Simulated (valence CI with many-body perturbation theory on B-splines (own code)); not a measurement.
## Basis-set convergence for I⁴⁰⁺

Calculated by valence CI with perturbative core correlation (CI+MBPT): three valence electrons over a frozen Dirac-Fock core [Ne], a basis of 9 s, 9 p, 8 d, 6 f, 3 g, 1 h functions for each j, with the one-electron correlation potential Σ1 (screened to all orders), the two-electron term Σ2, the three-electron term Σ3, Breit, model QED; selected single and double excitations, second order for the rest, scaled by the run's own slope (own B-spline code, finite nucleus).

No measured spectrum was set against this ion. As an estimate, large intervals hold to a few tenths of a per cent, small ones and those within an open d or f shell to about a per cent.

The reference run has the lowest level (3s^2 3p1/2) J=1/2 and an ionisation energy of 2927.73 eV. Its largest variational space holds 8770 state functions.

Levels are named by their leading jj configuration (3d3/2^4 stands for four electrons in 3d with j = 3/2), which in mixed levels can hold well under half, so a name can repeat and another be missing. Letters in brackets count levels of one name in rising energy.

Changed runs:
A. basis 6 s, 6 p, 5 d, 3 f, 1 g
B. basis 5 s, 5 p, 4 d, 2 f

Excitation energies of the reference run in cm⁻¹, and shifts in cm⁻¹:

```
                     Level  Reference       A      B
        (3s^2 3p3/2) J=3/2     610164     -17    -38
        (3s 3p1/2^2) J=1/2     793621     -35   -122
(3s 3p1/2 3p3/2) J=3/2 [a]    1268490    -143   -444
    (3s 3p1/2 3p3/2) J=5/2    1355820     -46   -136
(3s 3p1/2 3p3/2) J=3/2 [b]    1477550     +27    +84
    (3s 3p1/2 3p3/2) J=1/2    1543740     +78   +272
        (3s^2 3d3/2) J=3/2    1830960    +271   +862
        (3s^2 3d5/2) J=5/2    1852470     -14   -104
        (3s 3p3/2^2) J=5/2    2044400    +226   +794
        (3s 3p3/2^2) J=1/2    2157840    +129   +421
        (3s 3p3/2^2) J=3/2    2197320    +127   +472
     (3p1/2^2 3p3/2) J=3/2    2289690     -17    -77
    Ionisation energy (eV)    2927.73  -0.018  -0.06
```
